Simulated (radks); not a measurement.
Initial-state core-level shifts of neutral platinum when its valence configuration changes from [Xe] 4f14 5d9 6s1. Method: Dirac Kohn-Sham, PBE, spin-unpolarised, spherical densities, finite nucleus; open shells are shared between the two j in proportion to 2j + 1; Fermi nuclear charge, rms radius 5.427 fm; computed with a radial shooting solver on a logarithmic mesh with Libxc functionals. Shifts are changes of the shell-averaged eigenvalues in eV (positive: less bound); the change of the density at the nucleus, which sets a Mossbauer isomer shift, is in e/bohr^3, on a base of 1.974e+06.

valence,3s,4s,4d,5s,density at nucleus
4f14 5d9 6p1,-1.969,-1.978,-1.975,-2.005,-114.7
4f14 5d8 6s1 6p1,-4.812,-4.802,-4.806,-4.711,+29.9
4f13 5d9 6s1 6p1,-19.552,-17.474,-16.421,-8.779,+173.2
4f14 5d10,+2.474,+2.467,+2.473,+2.404,-120.4
4f13 5d9 6s2,-17.520,-15.434,-14.384,-6.721,+292.4
4f12 5d10 6s1 6p1,-34.954,-30.481,-28.312,-12.785,+322.8
4f13 5d9.5 6s1.5,-15.932,-13.858,-12.806,-5.217,+213.0
4f14 5d7 6s1 6p2,-9.653,-9.619,-9.625,-9.357,+63.6
4f14 5d8 6s2,-2.854,-2.838,-2.844,-2.731,+146.5
